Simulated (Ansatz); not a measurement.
Gas-phase electronic energies from Ansatz, PBE0-D4/def2-TZVP geometries. CCSD(T)/CBS is the MP2 limit (def2-TZVPP, def2-QZVPP) plus CCSD(T) − MP2 in def2-TZVPP, frozen cores. Functionals use def2-TZVPP. One conformer a species, not always the lowest.

Consider the cleavage of the B–Si bond: `B[SiH](B)F` + `O[SiH]([SiH3])Cl` → `BO[SiH]([SiH3])Cl` + `B[SiH2]F`.

CCSD(T)/CBS gives -152.1 kJ/mol.

Another level gave -136.4 kJ/mol. Which?
A. HF/def2-TZVPP
B. PBE/def2-TZVPP
C. SCS-MP2/def2-TZVPP
D. r2SCAN/def2-TZVPP

B. PBE -136.4, r2SCAN -145.5, HF/def2-TZVPP -167.7, SCS-MP2/def2-TZVPP -162.5 kJ/mol.

Largest T1 diagnostic among the species: 0.013.

In def2-TZVPP, CCSD(T) changes the Hartree–Fock value by +13.3 kJ/mol (the triples alone add +0.7 kJ/mol) and MP2 by +7.0 kJ/mol. From PBE to PBE0 (25 % exact exchange), in def2-TZVPP and without D4, ΔE moves by −5.6 kJ/mol.
